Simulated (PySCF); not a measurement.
C3H6Cl, SMILES C[C](C)Cl (connectivity only; charge and spin as stated), charge +1, multiplicity 1. Coordinates come from a B3LYP-D3(BJ)/def2-SVP optimisation. The multiplicity is an assumed one; other spin states were not compared. The isomer is the one that the SMILES or the coordinates give; other isomers of the formula were not compared.

All values below come from PySCF with B3LYP-D3(BJ)/def2-SVP.

Harmonic wavenumbers (cm⁻¹): 101, 175, 387, 389, 453, 702, 799, 955, 970, 1007, 1225, 1290, 1319, 1339, 1374, 1384, 1457, 1461, 2957, 2967, 3087, 3089, 3174, 3175. Rotational constants (GHz): 8.552, 4.900, 3.239; symmetry number 2.

Problem. Work out the zero-point energy and the ideal-gas rigid-rotor harmonic-oscillator thermochemistry at 298.15 K and 1 atm.

Solution. ZPE = ½ Σ hcν = ½ × 35234 cm⁻¹ = 210.75 kJ/mol. H − E(el) = 227.55 kJ/mol. Entropy in J/(mol K): translation 163.01, rotation 99.98, vibration 40.23, total 303.22. G − E(el) = 137.14 kJ/mol. Cp = 82.91 J/(mol K). Modes under 150 cm⁻¹ make the vibrational entropy uncertain.
